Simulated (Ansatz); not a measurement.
**One arrangement of a pair**

The pair of HCN (SMILES C#N, atoms 1–3) and AsH₃ (SMILES [AsH3], atoms 4–7), both closed shells, in one local arrangement (a lower one may exist), relaxed at PBE0-D4/def2-TZVP:

```json
{"atom": "C1", "x (Å)": "-0.2130", "y (Å)": "0.1689", "z (Å)": "-2.6118"}
{"atom": "N2", "x (Å)": "-0.3337", "y (Å)": "0.9529", "z (Å)": "-1.7853"}
{"atom": "H3", "x (Å)": "-0.1004", "y (Å)": "-0.5628", "z (Å)": "-3.3827"}
{"atom": "As4", "x (Å)": "0.1885", "y (Å)": "0.2917", "z (Å)": "2.4077"}
{"atom": "H5", "x (Å)": "1.3412", "y (Å)": "-0.6340", "z (Å)": "2.0444"}
{"atom": "H6", "x (Å)": "-0.8114", "y (Å)": "-0.8557", "z (Å)": "2.3762"}
{"atom": "H7", "x (Å)": "-0.0711", "y (Å)": "0.6390", "z (Å)": "0.9514"}
```

Computed with Ansatz 0.2.0 (basis: def2-TZVPPD, with def2-QZVPPD for the basis limit); correlated methods freeze the cores. Filled d shells of the heavier atoms are correlated. The def2 sets are not built for correlating such inner shells, so the correlated values are less sure here. B3LYP uses VWN-RPA correlation. Extrapolation: Hartree–Fock as exp(−7.88 √X), correlation as X^−2.97. Interaction energies count from these two fragments, frozen as in the pair, with the counterpoise correction; negative means bound.

(1) What is the interaction energy by CCSD(T) at an estimated basis limit (MP2 extrapolated from triple and quadruple zeta, plus CCSD(T) − MP2 in triple zeta)? (To be estimated.)

(2) Which atoms make the shortest contact between the fragments?

No T1 diagnostic of these runs exceeds 0.015.

## Answers

(1) Computed: -0.68 kcal/mol. Hartree–Fock alone gives 0.32 kcal/mol at the basis limit, so without correlation the pair would not bind at this distance. It counts from the two fragments frozen as in the pair.

The same quantity by other methods in triple zeta, and each one's difference from that estimate:
```tsv
method	E_int (kcal/mol)	difference
PBE-D4	-0.81	-0.12
revPBE-D4	-0.43	0.25
BLYP-D4	-0.37	0.32
r2SCAN-D4	-0.46	0.23
B97M-V	-0.55	0.13
PBE0-D4	-0.73	-0.04
B3LYP-D4	-0.50	0.19
HSE06-D4	-0.75	-0.06
wB97X-V	-0.60	0.09
wB97M-V	-0.52	0.16
B2PLYP	-0.25	0.44
HF	0.32	1.01
MP2	-0.70	-0.02
CCSD	-0.42	0.27
CCSD(T)	-0.56	0.12
```
Differences are method less estimate.

(2) N2 and H7, 2.77 Å apart.

Basis-set superposition shift (counterpoise-corrected less uncorrected): CCSD(T) 0.41; MP2 0.43; HF 0.09; PBE0-D4 0.10; wB97M-V 0.12 kcal/mol.

For scale, one of the runs: CCSD(T)/def2-TZVPPD, 196 basis functions, launched by `ansatz run in.yaml --threads 4 --pin off --events-out ev --progress --plain --max-ram 9574MiB`. The run took 17 s on 4 CPU threads of an Intel Xeon 6975P-C (shared host), with 2.4 GiB of host memory at its peak.
